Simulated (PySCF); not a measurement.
5H-1,4-dioxepine (C₅H₆O₂), SMILES C1C=COC=CO1.

Coordinates come from a B3LYP-D3(BJ)/def2-SVP optimisation. One conformer was computed; it need not be the lowest.

Two levels are set side by side: TDA-PBE/def2-SVPD (PySCF) and TDA-ωB97X/def2-SVPD (PySCF). Vertical, same geometry. The lowest singlet is HOMO→LUMO 82 %, HOMO→LUMO+1 13 % with PBE and HOMO→LUMO 93 % with the other functional; states are paired by order. Differences are taken from unrounded values.

| quantity | TDA-ωB97X |
|---|---|
| lowest singlet excitation (eV) | 5.64 |
| lowest triplet excitation (TDA) (eV) | 4.02 |

Task: What does TDA-PBE give, and how far is it from TDA-ωB97X? (The exact figures need the calculation; the answer reports its results.)

Result: 
```
quantity                              TDA-PBE  TDA-PBE minus TDA-ωB97X
------------------------------------  -------  -----------------------
lowest singlet excitation (eV)           4.52                    -1.11
lowest triplet excitation (TDA) (eV)     3.64                    -0.38
```

Functionals without exact exchange tend to place singlet excitations lower, as here. Differences between two approximate levels are no errors against the true value.

Rough cost on one machine, each run with all the roots and properties that it gave: TDA-ωB97X against TDA-PBE about 4 times.
